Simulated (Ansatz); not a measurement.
Consider the cleavage of the Si–Si bond: `F[Si](F)(F)[SiH](Cl)Cl` + `[NH2][GeH2][Cl]` → `[Cl][GeH2][NH][SiH](Cl)Cl` + `F[SiH](F)F`.

Isolated molecules relaxed with PBE0-D4/def2-TZVP in Ansatz; ΔE leaves out vibrations. CCSD(T)/CBS is the MP2 limit (def2-TZVPP, def2-QZVPP) plus CCSD(T) − MP2 in def2-TZVPP, frozen cores. DFT in def2-TZVPP. For Ge outer-core shells are correlated without core-valence functions, which leaves a few kJ/mol of doubt a bond. Scalar relativity is left out up to krypton. Each species was taken in one conformer, which may not be the lowest.

| level | ΔE (kcal/mol) |
| --- | --- |
| ωB97X-V | -21.8 |
| ωB97M-V | -23.6 |
| CCSD/def2-TZVPP | -24.5 |
| HF/CBS(def2) | -26.0 |

(1) What does CCSD(T)/CBS give? (Best estimate.)

Largest T1 diagnostic among the species: 0.012.

Answers

(1) Ansatz gave: -23.9 kcal/mol. The listed levels differ from it by 2.1, 0.3, -0.6, -2.1 kcal/mol.

From PBE to PBE0 (25 % exact exchange), in def2-TZVPP and without D4, ΔE moves by −2.7 kcal/mol. The D4 term adds −1.1 kcal/mol with B3LYP and −0.6 kcal/mol with PBE0; it sums over pairs of atoms, weighted by their polarisabilities, and B3LYP, whose exchange is more repulsive, gets the larger term.

B3LYP here is the variant with VWN-RPA as its local correlation; programs differ in this.
